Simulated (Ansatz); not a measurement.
NbF5 was relaxed with r2SCAN-D4 (def2-SVP, def2-SVPD) in Ansatz in these states: charge +1 doublet, charge -1 doublet, neutral singlet. The geometries follow in no particular order.

In the def2 sets Nb takes a core potential; there is no spin–orbit coupling.

A:

```xyz
6

Nb    0.1949   -0.1113    0.0362
F     0.4279   -1.5333   -1.0445
F    -0.9803    1.4624    0.4440
F    -1.5975    0.0520   -0.7700
F     1.6171    0.9083   -0.3595
F     0.3379   -0.7781    1.6938
```

B:

Cartesian coordinates in Å:
```
Nb 0.0339 -0.0368 -0.0161
F 0.3607 0.9436 -1.7138
F -0.2361 -1.0762 1.6564
F 1.2800 -1.3555 -0.5857
F -1.8594 -0.0216 -0.3422
F 0.4208 1.5466 1.0014
```

C:

```xyz
6

Nb    0.000    0.000    0.000
F    -1.489   -0.307    1.092
F     1.489    0.307   -1.092
F    -0.948   -0.597   -1.460
F     0.983   -1.186    1.007
F    -0.035    1.783    0.453
```

**Question.** Judge from the bond lengths which geometry belongs to which state (an estimate).

**Answer.** A is the charge +1 doublet (Nb1–F2 1.801 Å, Nb1–F3 2.006 Å, Nb1–F4 1.972 Å); B is the charge -1 doublet (Nb1–F2 1.988 Å, Nb1–F3 1.988 Å, Nb1–F4 1.902 Å); C is the neutral singlet (Nb1–F2 1.872 Å, Nb1–F3 1.872 Å, Nb1–F4 1.841 Å).

At r2SCAN-D4/def2-SVPD the highest occupied level of the relaxed charge -1 doublet lies above zero (up to 1.16 eV). By energy differences its removal costs 1.75 eV (each at its own geometry, to the charge 0 singlet, at PBE0-D4/def2-TZVPD). In the charge 1 doublet, F3 and F4 lie 1.96 Å apart (atoms count from 1), so these atoms are partly bonded to each other.
